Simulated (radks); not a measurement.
Results of a calculation; reference values are marked as such.
S3+, configuration [Ne] 3s2 3p0.5 4f0.5 (fractional occupations, a model configuration).

Level of theory: Dirac Kohn-Sham, PBE, spin-unpolarised, spherical densities, finite nucleus; open shells fill j = l - 1/2 first; Fermi nuclear charge, rms radius 3.2611 fm (a radial shooting solver on a logarithmic mesh with Libxc functionals).

Energy parts (hartree):
part                      energy
total                 -395.96217
kinetic                397.81917
electron-nucleus      -923.14752
Hartree                153.55513
exchange-correlation   -24.18894

Orbitals (lengths in bohr, moments of r in powers of bohr; r(max) is where P^2 peaks):
orbital  occ.  eigenvalue (hartree)   r(max)  small-component weight
1s1/2       2             -90.21171  0.06329                3.23e-03
2s1/2       2              -9.50725   0.3877                4.95e-04
2p1/2       2              -7.51726   0.3238                4.74e-04
2p3/2       4              -7.47044   0.3256                4.71e-04
3s1/2       2              -2.04784    1.326                9.66e-05
3p1/2     0.5              -1.60341    1.415                8.27e-05
3p3/2       0              -1.59820    1.419                8.24e-05
3d3/2       0              -0.98998    1.560                4.96e-05
3d5/2       0              -0.98967    1.561                4.95e-05
4s1/2       0              -0.77264    3.250                3.09e-05
4f5/2     0.5              -0.39608    4.118                1.34e-05
4f7/2       0              -0.39607    4.118                1.34e-05

The highest occupied level is 4f5/2 at -10.778 eV. The configuration is held as typed, so some empty levels lie below it. The density falls to 0.001 e/bohr^3 at r = 3.44 bohr. The electron density at the nucleus is 2955 e/bohr^3. Summed over all electrons, <r^2> = 20.36 bohr^2, which gives a Langevin (diamagnetic) susceptibility term of -16.1 x 10^-6 cm^3/mol.
